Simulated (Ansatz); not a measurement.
```yaml
crystal:
  periodic: [false, false, false]
  atoms:
    - {symbol: C, position_ang: [-1.162524, 1.143230, -0.272618]}
    - {symbol: N, position_ang: [-0.635930, -0.031541, 0.505771]}
    - {symbol: Si, position_ang: [0.885848, -0.581926, 0.447883]}
    - {symbol: O, position_ang: [1.404174, -1.750222, -0.737414]}
    - {symbol: H, position_ang: [-1.598427, 0.777271, -1.199707]}
    - {symbol: H, position_ang: [-0.274575, 1.688284, -0.584909]}
    - {symbol: H, position_ang: [-1.735792, 1.776233, 0.302980]}
    - {symbol: H, position_ang: [-1.367646, -0.576532, 0.903155]}
    - {symbol: H, position_ang: [1.215939, -1.400565, 1.754502]}
    - {symbol: H, position_ang: [1.838206, 0.538219, 0.416955]}
    - {symbol: H, position_ang: [1.468900, -1.428972, -1.590936]}
basis:
  gaussian: {orbitals: cc-pVDZ}
magnetization: {spin_polarized: true, initial_magnetization: 0}
hamiltonian: {xc: {name: B3LYP}, dispersion: d4}
charge: 1
```

```sh
$ ansatz run in.yaml --threads 2 --pin off --events-out ev --progress --plain --max-ram 4352MiB
```

Problem. How does Ansatz answer? (An estimate is asked.)

Solution. Computed: The program refused the input.
```
Error: YAML parse error: error: line 19 column 1: unknown field `charge`, expected one of crystal, accuracy, basis, kpoints, hamiltonian, magnetization, projection, total_charge, correlation, batch, efield, external_charges, scf, relax, neb, saddle, md, ramp, phonons, dielectric, real_time, elastic, magnetic_configurations, gw, evaluate, workflow, output, checkpoint, execution
17 | magnetization: {spin_polarized: true, initial_magnetization: 0}
18 | hamiltonian: {xc: {name: B3LYP}, dispersion: d4}
19 | charge: 1
```

B3LYP here is the variant with VWN-RPA as its local correlation; programs differ in this.
